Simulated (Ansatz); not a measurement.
Compare A (`B[CH]1C[O][GeH2]1`) with its isomer B (`C[B]1O[CH2][GeH2]1`).

Isolated molecules relaxed with PBE0-D4/def2-TZVP in Ansatz; ΔE leaves out vibrations. CBS: MP2 limit from def2 TZ/QZ plus the TZ coupled-cluster correction, frozen cores. DFT in def2-TZVPP. B3LYP here is the variant with VWN-RPA as its local correlation; programs differ in this. For Ge outer-core shells are correlated without core-valence functions, which leaves a few kJ/mol of doubt a bond. Scalar relativity is left out up to krypton.

A:

```xyz
12

B     0.193    0.313    1.600
C    -0.419   -0.452    0.453
C     0.408   -1.221   -0.588
O     0.537   -0.327   -1.711
Ge   -0.327    1.032   -0.920
H    -0.508    0.898    2.377
H     1.385    0.434    1.677
H    -1.468   -0.745    0.520
H     1.403   -1.471   -0.208
H    -0.088   -2.142   -0.907
H    -1.663    1.403   -1.588
H     0.548    2.277   -0.705
```

B:

```xyz
12

C     1.989   -0.562   -0.484
B     0.562   -0.117   -0.069
O     0.284    0.607    1.048
C    -1.153    0.824    1.090
Ge   -1.451   -0.186   -0.614
H     2.755   -0.231    0.222
H     2.234   -0.173   -1.478
H     2.037   -1.652   -0.571
H    -1.354    1.896    1.078
H    -1.555    0.389    2.006
H    -2.314   -1.452   -0.465
H    -2.035    0.657   -1.763
```

Question: Which isomer does CCSD(T)/CBS put lower? Give the gap. (Estimate.)

Answer: The calculation gave: B, by 116.7 kJ/mol.

Question: Give E(B) − E(A) in kJ/mol with PBE0-D4, B3LYP-D4, MP2/def2-TZVPP, ωB97M-V, B2PLYP, CCSD/def2-TZVPP, CCSD(T)/def2-TZVPP. (An estimate is asked.)

Answer: Computed: PBE0-D4 -121.4, B3LYP-D4 -120.7, MP2/def2-TZVPP -108.2, ωB97M-V -118.0, B2PLYP -118.5, CCSD/def2-TZVPP -114.5, CCSD(T)/def2-TZVPP -114.7. None reverses the order clearly.

Largest T1 diagnostic: 0.014.

From PBE to PBE0 (25 % exact exchange), in def2-TZVPP and without D4, E(B) − E(A) moves by +4.8 kJ/mol. The D4 term adds +4.4 kJ/mol with B3LYP and +2.1 kJ/mol with PBE0; it sums over pairs of atoms, weighted by their polarisabilities, and B3LYP, whose exchange is more repulsive, gets the larger term.
